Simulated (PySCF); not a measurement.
## Correlation energy of Ir⁻ (iridium, charge -1)

[Xe] 4f14 5d8 6s2, high-spin 3F determinant. All numbers are calculated (PySCF 2.14, a scalar-relativistic core potential, in def2-TZVPPD with the def2 core potential (60 electrons)). Frozen: 5s2 5p6; 10 electrons correlated.

```tsv
level	correlation energy (mhartree)
CCSD	-282.14
(T)	-14.85
CCSD(T)	-296.99
```

Diagnostics: T1 = 0.021, D1 = 0.0754, largest double amplitude 0.074.

Spin-orbit coupling, absent here, splits the open shell strongly.

Cost of the coupled-cluster step: about 7 core-seconds, for 10 correlated electrons.
